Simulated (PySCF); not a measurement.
C5H7F3O2.
SMILES with atom numbers: `[F:1][C:2]([F:3])([F:4])[CH2:5][C@H:6]1[CH2:7][O:8][CH2:9][O:10]1` (hydrogens: H11, H12 on C5; H13 on C6; H14, H15 on C7; H16, H17 on C9)

Computed, not measured: PBE0-D3(BJ)/def2-SVP geometry optimisation, gas phase in PySCF 2.14.0.

(1) What internal coordinates does the optimisation give?

Answers

(1) 
| bond | length (bohr) |
| --- | --- |
| F1–C2, C2–F4 | 2.524 |
| C2–F3 | 2.538 |
| C2–C5 | 2.842 |
| C5–C6 | 2.870 |
| C6–C7 | 2.899 |
| C7–O8 | 2.651 |
| O8–C9 | 2.623 |
| C9–O10 | 2.658 |
| C6–O10 | 2.672 |
| C5–H11 | 2.078 |
| C5–H12 | 2.079 |
| C6–H13 | 2.088 |
| C7–H14 | 2.073 |
| C7–H15 | 2.095 |
| C9–H16 | 2.081 |
| C9–H17 | 2.102 |

Bonds in one row agree within 0.02 bohr and their mean is given. A selection of angles:
| angle | degrees |
| --- | --- |
| F1–C2–F3 | 106.9 |
| F1–C2–C5 | 111.7 |
| C2–C5–C6 | 113.8 |
| C5–C6–C7 | 115.8 |
| C5–C6–O10 | 109.2 |
| C7–C6–O10 | 103.0 |
| C6–C7–O8 | 102.6 |
| C7–O8–C9 | 104.6 |
| O8–C9–O10 | 107.1 |
| C6–O10–C9 | 108.2 |

Torsions: F1–C2–C5–C6 59° (synclinal); C2–C5–C6–C7 71° (synclinal); C5–C6–C7–O8 146° (anticlinal); C6–C7–O8–C9 -38° (synclinal); C7–O8–C9–O10 36° (synclinal); O8–C9–O10–C6 -18° (synperiplanar); C5–C6–O10–C9 -129° (anticlinal).

The 5-membered ring C6–C7–O8–C9–O10 has internal angles of 102.6° to 108.2° (sum 525°, against 540° for a flat polygon); it is puckered, 0.15 Å rms from its mean plane, widest ring torsion 38°. The 3 C–C bonds span 1.504 Å (C2–C5, drawn single) to 1.534 Å (C6–C7, drawn single), a spread of 0.030 Å. The 4 C–O bonds span 1.388 Å (O8–C9, drawn single) to 1.414 Å (C6–O10, drawn single), a spread of 0.026 Å. Of the pairs four or more bonds apart, F3···C7 is among the closest relative to their van der Waals radii: 2.93 Å, 93 % of the sum of Bondi's values. O10 (cyclic ether oxygen) is bent (angle 108.2°).

Point group: C1 (no symmetry element, even within 0.4 Å). PBE0-D3(BJ)/def2-SVP frequencies: not computed here. The numbers are those of one conformer.

On one thread of an AMD EPYC, no GPU, shared host with 64 logical CPUs at a one-minute load of 60, this took 5.8 min of wall time and 0.82 GiB of memory at its peak. This is the geometry optimisation.
